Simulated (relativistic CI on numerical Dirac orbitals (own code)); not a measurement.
# Electric-dipole lines of Xe50+

Method of calculation: Dirac-Coulomb-Breit CI, separate exchange-only KLI orbitals for each configuration, QED by a radiative potential, unscaled Slater integrals (own radial code, finite nucleus).

Configuration list (outside the closed core 1s2): 2s2, 2s.2p, 2p2, 2p.3s, 2p.3p, 2s.3s, 2s.3p, 2s.3d, 2s.4s, 2s.4p, 2s.4d, 2s.4f, 3s2, 3s.3p, 3p2. Levels of other configurations are missing.

```csv
λ vac (Å),Lower,Upper,A (s⁻¹),gf,Branching (%)
1.7171,2s.2p 3P°_1 [3],2s.4d 3D_2 [42],1.34e+14,2.96e-01,63.6
1.7994,2s.2p 3P°_2 [5],2s.4d 3D_3 [43],1.50e+14,5.10e-01,75.9
1.8153,2s.2p 1P°_1 [6],2s.4d 1D_2 [44],1.42e+14,3.50e-01,71.1
2.2107,2s.2p 3P°_2 [5],2p.3p 3P_2 [33],6.83e+13,2.50e-01,43.7
2.2173,2s.2p 3P°_0 [2],2p.3p 3P_1 [25],8.50e+13,1.88e-01,61.6
2.2194,2s.2p 3P°_2 [5],2p.3p 3D_3 [31],1.33e+14,6.89e-01,99.3
2.2216,2s2 1S_0 [1],2s.3p 1P°_1 [19],1.62e+14,3.60e-01,89.4
2.2256,2s.2p 3P°_1 [3],2p.3p 3D_2 [26],1.31e+14,4.86e-01,88.8
2.2365,2s.2p 1P°_1 [6],2p.3p 3P_2 [33],8.69e+13,3.26e-01,55.6
2.2571,2s.2p 3P°_0 [2],2s.3d 3D_1 [21],1.49e+14,3.41e-01,59.3
2.2574,2s.2p 3P°_2 [5],2p.3p 3D_2 [30],8.97e+13,3.43e-01,50.7
2.2583,2s.2p 3P°_2 [5],2p.3p 3P_1 [29],1.37e+14,3.14e-01,79.7
2.2668,2s.2p 3P°_1 [3],2s.3d 3D_2 [20],4.12e+14,1.59e+00,80.6
2.2680,2s.2p 3P°_0 [2],2p.3p 3D_1 [18],1.94e+14,4.48e-01,46.7
2.2696,2s2 1S_0 [1],2s.3p 3P°_1 [14],1.10e+14,2.56e-01,97.7
2.2777,2s.2p 3P°_1 [3],2p.3p 3D_1 [18],2.15e+14,5.01e-01,51.8
2.2843,2s.2p 1P°_1 [6],2p.3p 3D_2 [30],8.65e+13,3.38e-01,48.8
2.4054,2s.2p 3P°_2 [5],2s.3d 3D_3 [23],4.72e+14,2.87e+00,100.0
2.4179,2s.2p 3P°_2 [5],2s.3d 3D_2 [20],9.81e+13,4.30e-01,19.2
2.4298,2s.2p 1P°_1 [6],2s.3d 1D_2 [24],4.01e+14,1.78e+00,94.6
6.4369,2s.3s 3S_1 [11],2s.4p 3P°_2 [39],1.80e+13,5.60e-01,84.8
6.5754,2s.3p 3P°_1 [14],2s.4d 3D_2 [42],3.78e+13,1.22e+00,18.0
6.5776,2s.3p 3P°_0 [13],2s.4d 3D_1 [41],2.63e+13,5.11e-01,12.5
6.9232,2s.3p 3P°_2 [17],2s.4d 3D_3 [43],4.76e+13,2.40e+00,24.1
6.9513,2s.3p 1P°_1 [19],2s.4d 1D_2 [44],3.58e+13,1.30e+00,18.0
7.0078,2s.3d 3D_2 [20],2s.4f 3F°_3 [46],8.46e+13,4.36e+00,87.3
7.0100,2s.3d 3D_1 [21],2s.4f 3F°_2 [45],6.64e+13,2.44e+00,68.3
7.0910,2s.3d 3D_3 [23],2s.4f 3F°_4 [47],9.43e+13,6.40e+00,98.7
7.1398,2s.3d 1D_2 [24],2s.4f 1F°_3 [48],8.56e+13,4.58e+00,90.3
23.201,2s2 1S_0 [1],2s.2p 1P°_1 [6],6.88e+11,1.67e-01,99.7
```

Terms are leading LS components. Brackets give the number of a level in order of energy, since labels repeat. The list gives strong lines, with weight on those to low levels, without lines whose two gauges differ by over a factor of 2.5, among the lowest 48 of 58 levels, so that lines to higher ones, which can be the strongest, are missing. Levels whose partners in the same complex of configurations lie outside the list can be far off, and so can their lines. Rates are taken at the computed energies, electric ones in the length gauge.

At this charge energies of transitions that change n are usually good to better than 1 %, and those within a shell (Δn = 0) to a few per cent.

LS names give the leading component of a level, which can be under half, so a name can repeat, a term be missing and a line seem to break the LS rules.
